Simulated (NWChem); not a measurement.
System: Si$_{2}$Cl$_{5}$, doublet; SMILES [Si](Cl)([Si](Cl)(Cl)Cl)Cl

Excerpt of the output:

```
             Northwest Computational Chemistry Package (NWChem) 7.3.0
             --------------------------------------------------------

                             Geometry "geometry" -> ""
                             -------------------------

 Output coordinates in angstroms (scale by  1.889725989 to convert to a.u.)

  No.       Tag          Charge          X              Y              Z
 ---- ---------------- ---------- -------------- -------------- --------------
    1 Cl                  17.0000    -1.68020200     2.23235600    -0.21879000
    2 Si                  14.0000    -0.00372300     1.36254400     0.62044600
    3 Cl                  17.0000     1.69609300     2.22379600    -0.17979100
    4 Si                  14.0000    -0.00285200    -0.92354100     0.06608300
    5 Cl                  17.0000     0.02869600    -1.25800100    -1.95781300
    6 Cl                  17.0000     1.65383200    -1.78679200     0.91381900
    7 Cl                  17.0000    -1.69155200    -1.77555900     0.86021400

 Effective nuclear repulsion energy (a.u.)     910.4970910829

  pbe96 is a nonlocal functional; adding pw91lda local functional.

                                 NWChem DFT Module
                                 -----------------

 Summary of "ao basis" -> "ao basis" (spherical)
 ------------------------------------------------------------------------------
       Tag                 Description            Shells   Functions and Types
 ---------------- ------------------------------  ------  ---------------------
 Cl                         def2-svp                 8       18   4s3p1d
 Si                         def2-svp                 8       18   4s3p1d

 in cosmo_initialize ...
 calling solv_data for solv:toluene

 solvent parameters
 solvname_short: toluene
 solvname_long:  toluene
 dielec:        2.3741
 dielecinf:     2.2383
 nonaqueous SMD model solvent descriptors
 dielec:        2.3741
 sola:          0.0000
 solb:          0.1400
 solc:          0.8570
 solg:         40.2000
 solh:          0.0000
 soln:          1.4961

          ---------------
          -cosmo- solvent
          ---------------
 Cosmo: York-Karplus, doi: 10.1021/jp992097l
 dielectric constant -eps-     =   2.37
 screen = (eps-1)/(eps    )    =   0.57879
 surface charge correction     = lagrangian

   van der Waals surface
 --------------------------

[...]

                                COSMO-SMD solvation results
                                ---------------------------

             internal energy in gas <Psi(g)|H|Psi(g)> =     -2878.063296140289
         internal energy in solvent <Psi(s)|H|Psi(s)> =     -2878.063260296893
                               delta internal energy  =         0.000035843396 (    0.02 kcal/mol)
   total free energy in solvent <Psi(s)|H+V/2|Psi(s)> =     -2878.063860422056
 polarization energy contribution <Psi(s)|V/2|Psi(s)> =        -0.000600125163 (   -0.38 kcal/mol)
    total free energy in solvent including G(SMD-CDS) =     -2878.072157074987
                       G(SMD-CDS) energy contribution =        -0.008296652930 (   -5.21 kcal/mol)
     1 M fixed-concentration free energy of solvation =        -0.008860934698 (   -5.56 kcal/mol)

                    DFT Final Alpha Molecular Orbital Analysis
                    ------------------------------------------

 Vector   55  Occ=1.000000D+00  E=-2.893593D-01
              MO Center= -2.6D-03, -1.5D+00, -4.2D-02, r^2= 5.1D+00
   Bfn.  Coefficient  Atom+Function         Bfn.  Coefficient  Atom+Function
  ----- ------------  ---------------      ----- ------------  ---------------
    83      0.376387  5 Cl px               121     -0.321718  7 Cl pz
   103      0.315763  6 Cl pz                80      0.285398  5 Cl px
   118     -0.244319  7 Cl pz               100      0.239809  6 Cl pz
   101     -0.202339  6 Cl px               119     -0.191533  7 Cl px
    77      0.164844  5 Cl px                98     -0.153274  6 Cl px

 Vector   56  Occ=1.000000D+00  E=-2.834391D-01
              MO Center= -1.1D-03,  3.4D-01,  2.9D-01, r^2= 6.7D+00
   Bfn.  Coefficient  Atom+Function         Bfn.  Coefficient  Atom+Function
  ----- ------------  ---------------      ----- ------------  ---------------
    12      0.276264  1 Cl py                48      0.275977  3 Cl py
    21      0.269179  2 Si s                102     -0.262497  6 Cl py
   120     -0.260747  7 Cl py                 9      0.197432  1 Cl py
    45      0.197261  3 Cl py                99     -0.189495  6 Cl py
   117     -0.188146  7 Cl py                22      0.177641  2 Si s

 Vector   57  Occ=1.000000D+00  E=-2.034746D-01
              MO Center= -3.4D-03,  1.2D+00,  5.6D-01, r^2= 4.3D+00
   Bfn.  Coefficient  Atom+Function         Bfn.  Coefficient  Atom+Function
  ----- ------------  ---------------      ----- ------------  ---------------
    22      0.358892  2 Si s                 31      0.358319  2 Si pz
    28      0.327231  2 Si pz                21      0.284501  2 Si s
    13     -0.281478  1 Cl pz                49     -0.279912  3 Cl pz
    57     -0.258945  4 Si s                 10     -0.181429  1 Cl pz
    46     -0.180251  3 Cl pz                20      0.169251  2 Si s

 Vector   58  Occ=0.000000D+00  E=-6.227878D-02
              MO Center= -3.6D-04,  3.3D-01,  3.6D-01, r^2= 4.5D+00
   Bfn.  Coefficient  Atom+Function         Bfn.  Coefficient  Atom+Function
  ----- ------------  ---------------      ----- ------------  ---------------
    29      0.647104  2 Si px                65      0.515458  4 Si px
    26      0.267757  2 Si px                62      0.246884  4 Si px
    40     -0.244856  3 Cl s                  4      0.239586  1 Cl s
    48      0.225909  3 Cl py                12     -0.224647  1 Cl py
   120      0.208692  7 Cl py               102     -0.206192  6 Cl py

[...]
```

Level: PBE/def2-SVP, spin-unrestricted, SMD on the gas-phase geometry. Coordinates come from a PBE0/def2-SVP, spin-unrestricted optimisation. No stability test was run on the SCF state. Solvent: toluene.

Task: Reconstruct the input file.

Result: This is not unique; one that fits is the input that was run:
```
start job
memory heap 200 mb stack 900 mb global 1100 mb
geometry units angstroms noautosym nocenter noautoz
  Cl    -1.680202     2.232356    -0.218790
  Si    -0.003723     1.362544     0.620446
  Cl     1.696093     2.223796    -0.179791
  Si    -0.002852    -0.923541     0.066083
  Cl     0.028696    -1.258001    -1.957813
  Cl     1.653832    -1.786792     0.913819
  Cl    -1.691552    -1.775559     0.860214
end
basis spherical
  Cl library def2-svp
  Si library def2-svp
end
dft
  odft
  mult 2
  xc xpbe96 cpbe96
  iterations 150
end
cosmo
  do_cosmo_smd true
  solvent toluene
end
task dft energy
```
